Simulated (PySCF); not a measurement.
Choosing a molecule for a target property.

All species are isolated and taken at one optimised geometry, non-relativistic unless stated; the electronic structure was computed with PySCF and density fitting.

The conformers computed, where there is a choice (atom-mapped SMILES and torsion angles):
- `[CH3:1][NH:2][SiH2:3][O:4][SiH3:5]`: C1–N2–Si3–O4 180°, N2–Si3–O4–Si5 79°
- `[CH3:1][N:2]([CH3:3])[SiH:4]([NH2:5])[NH2:6]`: C1–N2–Si4–N5 -168°, H–N5–Si4–N2 -75°, H–N5–Si4–N2 62°, H–N6–Si4–N2 -46°, H–N6–Si4–N2 -179°
- `[CH3:1][O:2][Si@H:3]([NH2:4])[SiH3:5]`: C1–O2–Si3–N4 -59°, H–N4–Si3–O2 53°, H–N4–Si3–O2 -168°

Question: Wanted: lowest triplet excitation (Tamm–Dancoff) between 5.95 eV and 7 eV (TDA wB97X-D/def2-SVPD) and electronic spatial extent ⟨r²⟩ about the centre of nuclear charge below 950 bohr² (wB97X-D/def2-SVPD), at GFN2-xTB geometries. Which candidate meets both?
A. `CN(C)[SiH](N)N`
B. `CO[Si@H](N)[SiH3]`
C. `N([SiH2]O[SiH3])C`
D. `ClC12CC(C1)C2`

Answer: A. Computed values:
```csv
species,lowest triplet excitation (Tamm–Dancoff),electronic spatial extent ⟨r²⟩ about the centre of nuclear charge
CO[Si@H](N)[SiH3],5.90 eV,878 bohr²
N([SiH2]O[SiH3])C,6.00 eV,1024 bohr²
CN(C)[SiH](N)N,6.17 eV,825 bohr²
ClC12CC(C1)C2,7.26 eV,643 bohr²
```
